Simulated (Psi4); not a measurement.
methanethiol (CH$_{4}$S), singlet, geometry from GFN2-xTB; PBE0/6-311G** (Psi4).

Input for Psi4:
```
memory 2 GB

molecule mol {
0 1
  C    -0.059275    1.156018    0.011080
  S    -0.042901   -0.665262   -0.006996
  H     1.281893   -0.797104    0.002348
  H    -1.103113    1.452306    0.005641
  H     0.424446    1.517500    0.913197
  H     0.438843    1.535384   -0.875729
}

set basis 6-311g**
set reference rks

energy('pbe0')
print_variables()
```

Question: Predict the main parts of the log of this Psi4 run.

Answer: 
```
   => Loading Basis Set <=

    Name: 6-311G**
    Role: ORBITAL
    Keyword: BASIS

         ---------------------------------------------------------
                                   SCF
               by Justin Turney, Rob Parrish, Andy Simmonett
                          and Daniel G. A. Smith
                              RKS Reference
         ---------------------------------------------------------

  ==> Geometry <==

    Molecular point group: c1
    Full point group: C1

    Geometry (in Angstrom), charge = 0, multiplicity = 1:

       Center              X                  Y                   Z               Mass
    ------------   -----------------  -----------------  -----------------  -----------------
         C           -0.037761706789     1.232272771733     0.012015432371    12.000000000000
         S           -0.021387706789    -0.589007228267    -0.006060567629    31.972071174400
         H            1.303406293211    -0.720849228267     0.003283432371     1.007825032230
         H           -1.081599706789     1.528560771733     0.006576432371     1.007825032230
         H            0.445959293211     1.593754771733     0.914132432371     1.007825032230
         H            0.460356293211     1.611638771733    -0.874793567629     1.007825032230

  Running in c1 symmetry.

  Rotational constants: A =      3.44032  B =      0.43184  C =      0.41409 [cm^-1]
  Rotational constants: A = 103138.13592  B =  12946.37564  C =  12413.96518 [MHz]
  Nuclear repulsion =   56.409137322007105

  Charge       = 0
  Multiplicity = 1
  Electrons    = 26
  Nalpha       = 13
  Nbeta        = 13

  ==> Algorithm <==

  SCF Algorithm Type is DF.
  DIIS enabled.
  MOM disabled.
  Fractional occupation disabled.
  Guess Type is SAD.
  Energy threshold   = 1.00e-06
  Density threshold  = 1.00e-06
  Integral threshold = 1.00e-12

  ==> Primary Basis <==

  Basis Set: 6-311G**
    Blend: 6-311G**
    Number of shells: 36
    Number of basis functions: 68
    Number of Cartesian functions: 70
    Spherical Harmonics?: true
    Max angular momentum: 2

  ==> DFT Potential <==

   => LibXC <=

    Version 7.1.2
    S. Lehtola, C. Steigemann, M. J. T. Oliveira, and M. A. L. Marques,  SoftwareX 7, 1–5 (2018) (10.1016/j.softx.2017.11.002)

   => Composite Functional: PBE0 <=

    PBE0 Hyb-GGA Exchange-Correlation Functional

    C. Adamo and V. Barone,  J. Chem. Phys. 110, 6158 (1999) (10.1063/1.478522)
    M. Ernzerhof and G. E. Scuseria,  J. Chem. Phys. 110, 5029 (1999) (10.1063/1.478401)

    Deriv               =              1
    GGA                 =           TRUE
    Meta                =          FALSE

    Exchange Hybrid     =           TRUE
    MP2 Hybrid          =          FALSE

   => Exchange Functionals <=

    0.7500   Perdew, Burke & Ernzerhof

   => Exact (HF) Exchange <=

    0.2500               HF

   => Correlation Functionals <=

    1.0000   Perdew, Burke & Ernzerhof

   => LibXC Density Thresholds  <==

    XC_HYB_GGA_XC_PBEH:  1.00E-15

   => Molecular Quadrature <=

    Radial Scheme          =       TREUTLER
    Pruning Scheme         =           NONE
    Nuclear Scheme         =       TREUTLER

    Blocking Scheme        =         OCTREE
    BS radius alpha        =              1
    Pruning alpha          =              1
    Radial Points          =             75
    Spherical Points       =            302
    Total Points           =         130557
    Total Blocks           =           1020
    Max Points             =            256
    Max Functions          =             68
    Weights Tolerance      =       1.00E-15

   => Loading Basis Set <=

    Name: (6-311G** AUX)
    Role: JKFIT
    Keyword: DF_BASIS_SCF

  ==> Integral Setup <==

  SCF_SUBTYPE=INCORE selected. In-core MEM_DF algorithm will be used.
  Using in-core AOs.

  ==> MemDFJK: Density-Fitted J/K Matrices <==

    J tasked:                   Yes
    K tasked:                   Yes
    wK tasked:                   No
    Algorithm:                 Core
    Schwarz Cutoff:           1E-12
    Mask sparsity (%):       0.0000
    Fitting Condition:        1E-10

   => Auxiliary Basis Set <=

  Basis Set: (6-311G** AUX)
    Blend: CC-PVTZ-JKFIT
    Number of shells: 102
    Number of basis functions: 320
    Number of Cartesian functions: 381
    Spherical Harmonics?: true
    Max angular momentum: 4

  Minimum eigenvalue in the overlap matrix is 1.0183504330E-02.
  Reciprocal condition number of the overlap matrix is 1.7176314852E-03.
    Using symmetric orthogonalization.

  ==> Pre-Iterations <==

  SCF Guess: Superposition of Atomic Densities via on-the-fly atomic UHF (no occupation information).

   -------------------------
    Irrep   Nso     Nmo
   -------------------------
     A         68      68
   -------------------------
    Total      68      68
   -------------------------

  ==> Iterations <==

                           Total Energy        Delta E     RMS |[F,P]|

   @DF-RKS iter SAD:  -438.16337063947037   -4.38163e+02   0.00000e+00
   @DF-RKS iter   1:  -438.36496626434291   -2.01596e-01   9.15699e-03 DIIS/ADIIS
   @DF-RKS iter   2:  -438.32764430460469    3.73220e-02   8.95253e-03 DIIS/ADIIS
   @DF-RKS iter   3:  -438.52291060229823   -1.95266e-01   1.25234e-03 DIIS/ADIIS
   @DF-RKS iter   4:  -438.52619586932781   -3.28527e-03   2.21868e-04 DIIS/ADIIS
   @DF-RKS iter   5:  -438.52629099264755   -9.51233e-05   7.87767e-05 DIIS
   @DF-RKS iter   6:  -438.52630589848286   -1.49058e-05   8.62486e-06 DIIS
   @DF-RKS iter   7:  -438.52630607459531   -1.76112e-07   2.19640e-06 DIIS
   @DF-RKS iter   8:  -438.52630608803196   -1.34366e-08   4.57159e-07 DIIS
  Energy and wave function converged.

  ==> Post-Iterations <==

   Electrons on quadrature grid:
      Ntotal   =   26.0000194865 ; deviation = 1.949e-05

    Orbital Energies [Eh]
    ---------------------

    Doubly Occupied:

[...]
      13A     -0.250742

    Virtual:

[...]
      68A    189.198837

    Final Occupation by Irrep:
              A
    DOCC [    13 ]
    NA   [    13 ]
    NB   [    13 ]

  @DF-RKS Final Energy:  -438.52630608803196

   => Energetics <=

    Nuclear Repulsion Energy =             56.4091373220071048
    One-Electron Energy =                -715.5768494822293633
    Two-Electron Energy =                 245.1513175124284487
    DFT Exchange-Correlation Energy =     -24.5099114402381488
    Empirical Dispersion Energy =           0.0000000000000000
    VV10 Nonlocal Energy =                  0.0000000000000000
    Total Energy =                       -438.5263060880319017

Computation Completed

Properties will be evaluated at   0.000000,   0.000000,   0.000000 [a0]

Properties computed using the SCF density matrix

 Multipole Moments:

 ------------------------------------------------------------------------------------
     Multipole            Electronic (a.u.)      Nuclear  (a.u.)        Total (a.u.)
 ------------------------------------------------------------------------------------

 L = 1.  Multiply by 2.5417464519 to convert [e a0] to [Debye]
 Dipole X            :         -0.6904033            1.0570157            0.3666124
 Dipole Y            :         -3.1463111            3.7466203            0.6003091
 Dipole Z            :         -0.0370105            0.0459624            0.0089518
 Magnitude           :                                                    0.7034599

 ------------------------------------------------------------------------------------

  Variable Map:
  ----------------------------------------------------------------------------
[...]
  Array Variable Map:
  ----------------------------------------------------------------------------
[...]
[...]
```
